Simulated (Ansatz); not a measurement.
`N[SiH2]C[SeH]` + `N=[C](O)[GeH3]` → `[SiH3]C[SeH]` + `N=[C](O)[GeH2][NH2]`  (redistribution)

Computed with Ansatz on PBE0-D4/def2-TZVP structures; ΔE is electronic, products minus reactants. CCSD(T)/CBS is the MP2 limit (def2-TZVPP, def2-QZVPP) plus CCSD(T) − MP2 in def2-TZVPP, frozen cores. Functionals use def2-TZVPP. B3LYP here is the variant with VWN-RPA as its local correlation; programs differ in this. For Ge, Se outer-core shells are correlated without core-valence functions, which leaves a few kJ/mol of doubt a bond. Scalar relativity is left out up to krypton. One conformer a species, not always the lowest.

```
              species  B3LYP-D4 energy (Eh)
      `N[SiH2]C[SeH]`           -2788.27407
     `N=[C](O)[GeH3]`           -2248.20711
       `[SiH3]C[SeH]`           -2732.85216
`N=[C](O)[GeH2][NH2]`           -2303.60926
```

Question: Work out ΔE.

Answer: ΔE = (-2732.85216) + (-2303.60926) − (-2788.27407) − (-2248.20711) = 0.01976 Eh = +0.54 eV. CCSD(T)/CBS gives +0.52 eV.

Largest T1 diagnostic among the species: 0.014.
